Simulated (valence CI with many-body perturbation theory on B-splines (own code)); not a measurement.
# Energy levels of Sb³⁶⁺

Computed by configuration interaction combined with many-body perturbation theory (CI+MBPT): five valence electrons over a frozen Dirac-Fock core [Ne], a basis of 11 s, 11 p, 10 d, 8 f, 5 g, 2 h functions for each j, with the one-electron correlation potential Σ1 (screened to all orders), the two-electron term Σ2, the three-electron term Σ3, Breit, model QED; selected single and double excitations, second order for the rest, scaled by the run's own slope (own B-spline code, finite nucleus).

No measured spectrum was set against this ion. As an estimate, large intervals hold to a few tenths of a per cent, small ones and those within an open d or f shell to about a per cent. Among the levels kept, up to 4300 cm⁻¹ of a level comes from second order outside the variational space, and about a tenth of that is noise between levels of different J, which matters for small intervals.

Levels 91 to 135 of 168, with energies above the lowest level, (3s^2 3p1/2^2 3p3/2) J=3/2. "Leading %" is the weight of the configuration and term that name the level; weights of strongly mixed levels are sums over their largest components and can fall short. In the jj column 3d3/2^4 stands for four electrons in 3d with j = 3/2. Lifetimes count E1, E2, E3, M1 and M2 decay at the calculated energies, and are blank where another channel may lead or the interval is too uncertain; long ones can be off by a factor of two.

```csv
No.,Configuration,Term,J,E (Ry),Leading %,g,Second component,Lifetime,Leading jj
91,3s3p³3d,²D°,3/2,28.283,13,1.261,12 % 3s3p³3d ²P°,3.38 ps,3s 3p1/2 3p3/2^2 3d5/2 (59 %)
92,3s3p³3d,²D°,5/2,28.315,16,1.147,12 % 3s3p³3d ²F°,3.91 ps,3s 3p1/2 3p3/2^2 3d5/2 (51 %)
93,3s3p³3d,⁴D°,3/2,28.372,16,1.200,13 % 3s²3p3d² ⁴D°,2.40 ps,3s 3p1/2 3p3/2^2 3d3/2 (35 %)
94,3s²3p3d²,⁴G°,9/2,28.450,48,1.191,18 % 3s3p³3d ²G°,6.53 ps,3s^2 3p1/2 3d5/2^2 (44 %)
95,3s²3p3d²,⁴D°,5/2,28.499,12,1.165,11 % 3s3p³3d ²D°,2.40 ps,3s 3p1/2 3p3/2^2 3d3/2 (40 %)
96,3s3p³3d,²P°,1/2,28.561,27,1.101,22 % 3s3p³3d ⁴P°,1.65 ps,3s 3p1/2 3p3/2^2 3d3/2 (70 %)
97,3s²3p3d²,⁴D°,7/2,28.704,23,1.273,16 % 3s²3p3d² ⁴F°,2.81 ps,3s^2 3p1/2 3d5/2^2 (35 %)
98,3s3p³3d,⁴D°,3/2,28.989,18,1.219,18 % 3s²3p3d² ⁴D°,2.29 ps,3s^2 3p1/2 3d3/2 3d5/2 (30 %)
99,3s²3p3d²,⁴F°,5/2,29.014,18,1.164,16 % 3s3p³3d ⁴D°,2.56 ps,3s 3p1/2 3p3/2^2 3d5/2 (38 %)
100,3s3p³3d,²F°,7/2,29.048,30,1.191,24 % 3s3p³3d ⁴F°,3.78 ps,3s 3p1/2 3p3/2^2 3d5/2 (58 %)
101,3s²3p3d²,²H°,9/2,29.068,45,1.042,34 % 3s3p³3d ²G°,6.38 ps,3s 3p1/2 3p3/2^2 3d5/2 (42 %)
102,3s3p³3d,⁴D°,1/2,29.080,42,0.384,14 % 3s3p³3d ²P°,2.02 ps,3s 3p1/2 3p3/2^2 3d3/2 (68 %)
103,3s²3p3d²,⁴P°,3/2,29.127,31,1.403,10 % 3s3p³3d ⁴S°,3.04 ps,3s 3p1/2 3p3/2^2 3d5/2 (29 %)
104,3s3p³3d,²F°,5/2,29.193,30,1.033,9 % 3s3p³3d ⁴F°,2.52 ps,3s 3p1/2 3p3/2^2 3d3/2 (39 %)
105,3s3p³3d,⁴D°,3/2,29.248,14,0.977,11 % 3s3p³3d ²D°,1.79 ps,3s 3p1/2 3p3/2^2 3d3/2 (52 %)
106,3s3p³3d,⁴D°,7/2,29.370,29,1.208,22 % 3s3p³3d ²F°,2.68 ps,3s 3p1/2 3p3/2^2 3d5/2 (62 %)
107,3s3p³3d,²F°,5/2,29.422,37,0.978,11 % 3s²3p3d² ²F°,5.16 ps,3s 3p1/2 3p3/2^2 3d5/2 (59 %)
108,3s3p³3d,⁴D°,1/2,29.584,23,0.726,18 % 3s²3p3d² ²P°,3.52 ps,3s 3p1/2 3p3/2^2 3d5/2 (40 %)
109,3s3p³3d,²D°,3/2,29.689,28,1.081,18 % 3s3p³3d ²P°,3.50 ps,3s 3p1/2 3p3/2^2 3d5/2 (54 %)
110,3s²3p3d²,²F°,7/2,29.753,20,1.075,19 % 3s3p³3d ²G°,2.68 ps,3s 3p1/2 3p3/2^2 3d5/2 (35 %)
111,3s3p³3d,²D°,5/2,29.937,23,1.195,15 % 3s²3p3d² ⁴D°,2.74 ps,3s 3p1/2 3p3/2^2 3d5/2 (51 %)
112,3s3p³3d,²D°,3/2,30.105,12,1.264,12 % 3s3p³3d ²P°,2.32 ps,3s 3p1/2 3p3/2^2 3d5/2 (54 %)
113,3s²3p3d²,²P°,1/2,30.418,28,1.252,16 % 3s3p³3d ²S°,2.25 ps,3s^2 3p1/2 3d5/2^2 (32 %)
114,3s3p³3d,²D°,5/2,30.448,30,1.075,25 % 3s3p³3d ²F°,2.12 ps,3s 3p1/2 3p3/2^2 3d5/2 (62 %)
115,3s3p³3d,⁴P°,1/2,30.694,34,1.728,10 % 3s²3p3d² ⁴P°,2.40 ps,3s 3p3/2^3 3d3/2 (48 %)
116,3s3p³3d,²D°,3/2,30.728,30,1.094,13 % 3s3p³3d ²P°,2.07 ps,3s 3p1/2 3p3/2^2 3d5/2 (45 %)
117,3s²3p3d²,²D°,5/2,30.894,21,1.331,14 % 3s²3p3d² ⁴D°,7.92 ps,3s^2 3p3/2 3d5/2^2 (33 %)
118,3s3p³3d,²P°,3/2,31.054,29,1.265,13 % 3s²3p3d² ⁴D°,2.35 ps,3s^2 3p3/2 3d3/2 3d5/2 (38 %)
119,3s²3p3d²,²F°,7/2,31.118,27,1.164,10 % 3s²3p3d² ⁴F°,3.16 ps,3s^2 3p3/2 3d3/2 3d5/2 (44 %)
120,3s²3p3d²,⁴G°,11/2,31.156,86,1.252,9 % 3s²3p3d² ²H°,7.21 ps,3s^2 3p3/2 3d5/2^2 (49 %)
121,3s²3p3d²,⁴F°,9/2,31.308,42,1.239,22 % 3s3p³3d ²G°,2.61 ps,3s^2 3p3/2 3d3/2 3d5/2 (47 %)
122,3s²3p3d²,²P°,1/2,31.339,28,0.917,15 % 3p⁵ ²P°,1.88 ps,3s^2 3p3/2 3d3/2^2 (32 %)
123,3s²3p3d²,²D°,5/2,31.389,20,1.089,14 % 3s²3p3d² ²F°,4.30 ps,3s^2 3p3/2 3d3/2 3d5/2 (30 %)
124,3s²3p3d²,⁴F°,7/2,31.445,29,1.172,16 % 3s²3p3d² ⁴D°,1.94 ps,3s^2 3p3/2 3d3/2 3d5/2 (42 %)
125,3s²3p3d²,⁴D°,1/2,31.515,38,0.453,24 % 3s3p³3d ²P°,1.39 ps,3s^2 3p3/2 3d3/2^2 (37 %)
126,3s²3p3d²,⁴F°,5/2,31.515,29,1.082,20 % 3s²3p3d² ⁴D°,1.37 ps,3s^2 3p3/2 3d3/2^2 (55 %)
127,3s²3p3d²,⁴D°,3/2,31.577,29,0.945,20 % 3s²3p3d² ⁴F°,1.27 ps,3s^2 3p3/2 3d3/2^2 (61 %)
128,3s3p²3d²,⁶G,3/2,31.670,54,0.290,22 % 3s3p²3d² ⁴F,58.6 ps,3s 3p1/2^2 3d3/2^2 (79 %)
129,3s3p³3d,⁴F°,9/2,31.696,29,1.196,21 % 3s²3p3d² ²G°,5.60 ps,3s 3p3/2^3 3d5/2 (52 %)
130,3s²3p3d²,⁴D°,7/2,31.698,45,1.266,14 % 3s3p³3d ²F°,2.39 ps,3s^2 3p3/2 3d3/2 3d5/2 (34 %)
131,3s²3p3d²,⁴P°,5/2,31.825,35,1.390,30 % 3s²3p3d² ⁴D°,2.21 ps,3s^2 3p3/2 3d3/2 3d5/2 (78 %)
132,3s²3p3d²,²F°,7/2,31.916,51,1.174,13 % 3s3p³3d ²F°,4.35 ps,3s^2 3p3/2 3d5/2^2 (28 %)
133,3s3p²3d²,⁶G,5/2,32.012,35,1.057,19 % 3s3p²3d² ⁴F,55.0 ps,3s 3p1/2^2 3d3/2^2 (67 %)
134,3s²3p3d²,⁴S°,3/2,32.259,24,1.412,10 % 3s²3p3d² ²D°,1.17 ps,3s^2 3p3/2 3d3/2^2 (31 %)
135,3s²3p3d²,²H°,11/2,32.492,90,1.102,9 % 3s²3p3d² ⁴G°,7.39 ps,3s^2 3p3/2 3d3/2 3d5/2 (51 %)
```

Where two levels of one J and parity lie close, their mixing, g and order are uncertain.
